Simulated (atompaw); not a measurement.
I: one change to a PAW (atompaw) potential, before and after

```json
{
  "Element": "I (Z = 53)",
  "Generator": "atompaw 4.2.0.5",
  "Type": "PAW",
  "Functional": "LDA (PW92)",
  "Relativity": "non-relativistic",
  "Frozen core": "[Ar] 3d10",
  "Valence charge": "25",
  "Reference configuration": "4s2 4p6 4d10 5s1.5 5p5.5",
  "Partial waves": "4s (bound); 5s (bound); 4p (bound); 5p (bound); 4d (bound); 4d channel at -2.4 Ry",
  "Local potential": "troulliermartins scheme with l = 3 at 0 Ry, radius 1.65 bohr",
  "Core correction": "smooth core density matched at 1.05 bohr",
  "Augmentation charge": "besselshape compensation charge, radius 1.65 bohr; PAW radius 1.70 bohr; waves and projectors: bloechl"
}
```

All-electron outer shells of the reference configuration (LDA (PW92), non-relativistic, ld1.x):

```tsv
shell	level (eV)	outermost node (bohr)	outermost maximum (bohr)
3p	-839.54	0.13	0.28
3d	-615.58	–	0.23
4s	-166.99	0.39	0.71
4p	-124.99	0.38	0.73
4d	-53.29	0.35	0.77
5s	-16.53	0.92	1.76
5p	-7.52	0.97	2.02
```

Change: local potential troulliermartins scheme with l = 3 at 0 Ry, radius 1.34 bohr.

Cutoffs: the cutoffs (Ry, on a coarse ladder) from which the occupation-weighted sum of valence levels, in a spherical-Bessel basis at the reference potential, stays within 10 and 1 mRy of its value at 400 Ry; they do not see the model core or the augmentation charge, which bear on the density cutoff.

Question: What does the change do?

Answer: The potential gets harder (140 Ry and 180 Ry → 230 Ry and 300 Ry); the range in which the s phases agree narrows (upper end 4.3 → -0.5); the range in which the d phases agree narrows (upper end at the end of the scan → 3.4); neither file shows a bound ghost.

| quantity | base | changed |
| --- | --- | --- |
| cutoff, loose | 140 Ry | 230 Ry |
| cutoff, tight | 180 Ry | 300 Ry |
| loose cutoff by channel (10 mRy a level) | s 90 Ry, p 70 Ry, d 80 Ry | s 160 Ry, p 110 Ry, d 120 Ry |
| bound ghosts | none | none |
| s: phases at 1.71 bohr within 0.05 rad from the reference energy up to (Ry; the scan ends near 5) | 4.3 | -0.5 |
| p: phases at 1.71 bohr within 0.05 rad from the reference energy up to (Ry; the scan ends near 5) | to the end of the scan | to the end of the scan |
| d: phases at 1.71 bohr within 0.05 rad from the reference energy up to (Ry; the scan ends near 5) | to the end of the scan | 3.4 |
| lowest overlap eigenvalue by channel | s 0.30, p 0.57, d 0.78 | s 0.10, p 0.27, d 0.60 |

 The cutoffs see the waves, projectors and local potential, not the compensation charge or the core.
